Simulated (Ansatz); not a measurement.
`Cl[SiH2]CBr`. The species carries charge 0 and has multiplicity 1. All single points use the PBE0-D4/def2-TZVP geometry. It is one conformer, not always the lowest.

```xyz
8

Cl   -0.931    2.150   -0.615
Si    0.221    0.798    0.405
C     0.058   -0.892   -0.382
Br   -1.752   -1.563   -0.185
H    -0.227    0.752    1.814
H     1.635    1.239    0.311
H     0.719   -1.613    0.100
H     0.277   -0.870   -1.449
```

Q: What is the dipole moment at r2SCAN/def2-TZVPP? (Estimate.)

A: Computed: 2.16 D, with components (2.06, -0.61, 0.19) D in this frame, pointing from negative to positive charge.

Q: And with PBE, B3LYP, ωB97M-V? (An estimate is asked.)

A: The calculation gave: PBE 2.03 D, B3LYP 2.14 D, ωB97M-V 2.13 D.

Q: Give the Mulliken charges with r2SCAN, B3LYP, ωB97M-V in def2-TZVPP. (An estimate is asked.)

A: Computed: 
| atom | r2SCAN | B3LYP | ωB97M-V |
| --- | --- | --- | --- |
| Cl1 | -0.25 | -0.24 | -0.21 |
| Si2 | 0.46 | 0.44 | 0.33 |
| C3 | -0.19 | -0.25 | -0.34 |
| Br4 | -0.12 | -0.11 | -0.08 |
| H5 | -0.06 | -0.05 | -0.01 |
| H6 | -0.07 | -0.06 | -0.02 |
| H7 | 0.11 | 0.14 | 0.16 |
| H8 | 0.11 | 0.14 | 0.16 |

B3LYP here is the variant with VWN-RPA as its local correlation; programs differ in this.
